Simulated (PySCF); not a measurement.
## UHF on Au⁺ (gold, charge +1)

Configuration: [Xe] 4f14 5d9 6p1, one real determinant (an excited configuration). All numbers are calculated (PySCF 2.14, scalar relativity through the core potential, in aug-cc-pVTZ-PP with one added diffuse shell each of s, p, d, f, g type with ECP60MDF (7s7p6d4f3g, 113 functions)).

```json
{
 "Total energy": "-134.196892 hartree",
 "One-electron energy": "-229.8155 hartree",
 "Hartree (Coulomb) energy": "107.2361 hartree",
 "Exchange energy": "-11.6175 hartree",
 "⟨S²⟩": "2.0023",
 "⟨L²⟩": "8.089",
 "Sum of ⟨r⟩": "25.72 bohr",
 "Sum of ⟨r²⟩": "48.24 bohr²",
 "Traceless quadrupole moment −½Σ⟨3z² − r²⟩ along its main axis": "-5.51 e·bohr²"
}
```

| shell | electrons | mean orbital energy (hartree) | spread (hartree) | rms radius, mean of both spins (bohr) |
| --- | --- | --- | --- | --- |
| 5s α | 1 | -5.20286 | 0 | 1.01 |
| 5s β | 1 | -5.13989 | 0 | 1.01 |
| 5p α | 3 | -3.26987 | 0.05427 | 1.15 |
| 5p β | 3 | -3.18641 | 0.05614 | 1.15 |
| 5d α | 5 | -0.95883 | 0.06215 | 1.63 |
| 5d β | 4 | -0.91855 | 0.02258 | 1.63 |
| 6p α | 1 | -0.39833 | 0 | 3.79 |

⟨L²⟩ = 8.09 against 12 for a pure F term, so this real determinant mixes terms. Energies and moments cover only the electrons outside the core potential. Spin-orbit coupling, absent here, splits the open shell strongly.
